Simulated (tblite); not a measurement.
Compound: C₂H₈PSi₂ (doublet state).
Geometry (GFN2-xTB, Å), atoms numbered from 1 in this order:
```
atom  x, y, z in Å
C1    -2.8149    0.9723   -0.3225
C2    -1.5729    0.6901   -0.4567
Si3   -0.7884   -1.0800   -0.2905
Si4    1.4793   -0.7675    0.0887
P5     1.9297    1.4215   -0.1444
H6    -3.7196    0.4542   -0.0981
H7    -0.8308    1.4500   -0.6906
H8    -1.4966   -1.7894    0.7809
H9    -1.0853   -1.8088   -1.5303
H10    2.3501   -1.4240   -0.8946
H11    1.9324   -1.2522    1.4014
H12    3.2100    1.3468    0.3659
H13    1.4027    1.7875    1.0798
```

Computed geometry: GFN2-xTB, gas phase. This method treats the open shell by occupation alone, without spin polarisation.

Masses are those of the commonest isotopes; rigid-rotor values at the optimised geometry. The values belong to one conformer with, in the numbering `[H]/[C:1]=[CH:2]\[SiH2:3][SiH2:4][PH2:5]`, C1–C2–Si3–Si4 -161°, C2–Si3–Si4–P5 -7°, Si3–Si4–P5–H 169° and 77°.

Q: What are A, B and C (GHz)?

A: Ia = 149.59, Ib = 367.55, Ic = 499.98 u·Å²; 505379 MHz·u·Å²/I gives 3378, 1375 and 1011 MHz, that is A = 3.3785, B = 1.3750, C = 1.0108 GHz.

Q: Classify the top.

A: An asymmetric top. Ray's parameter κ = (2B − A − C)/(A − C) = -0.692; −1 is the prolate and +1 the oblate limit.

Q: What does the inertial defect say?

A: Not planar: Δ = Ic − Ia − Ib = -17.15 u·Å². For a rigid frame Δ = −2 Σ m c², so Σ m c² = 8.58 u·Å² lies off the ab plane: 7.48 from hydrogen and 1.10 from heavier atoms. The atom farthest from that plane is 1.34 Å away.

Q: Where do the levels up to J = 2 lie, in K?

A: Above 0(0,0), as E/k:
J = 1: 1(0,1) 0.114, 1(1,1) 0.211, 1(1,0) 0.228
J = 2: 2(0,2) 0.341, 2(1,2) 0.422, 2(1,1) 0.475, 2(2,1) 0.763, 2(2,0) 0.765

Q: Estimate the classical rotational partition function at 25 K, 50 K and 298.15 K.

A: Point group C1, symmetry number σ = 1; q = (√π/σ)·√((kT/h)³/(ABC)), k/h = 20836.6 MHz/K: 9720 at 25 K, 27500 at 50 K, 401000 at 298.15 K.

For this open shell read J as N, the rotation without spin; fine and hyperfine splittings come on top. Its lowest GFN2-xTB frequency is 12 cm⁻¹, too small to tell a flat minimum from a shallow saddle. Zero-point vibration and centrifugal distortion are left out.
